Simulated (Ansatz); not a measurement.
A run for Ansatz (a program for electronic structure): R-B3LYP/def2-TZVPP on H2 (SMILES [H][H]).

Ansatz 0.2 input:
```yaml
crystal:
  periodic: [false, false, false]
  atoms:
    - {symbol: H, position_ang: [0.00000000, 0.00000000, 0.37198582]}
    - {symbol: H, position_ang: [-0.00000000, -0.00000000, -0.37198582]}
basis:
  gaussian:
    orbitals: def2-TZVPP
hamiltonian:
  xc: {name: B3LYP}
scf: {lower_state_search: off}
```

Q: What total energy does the run end on?

A: -1.1800 hartree.
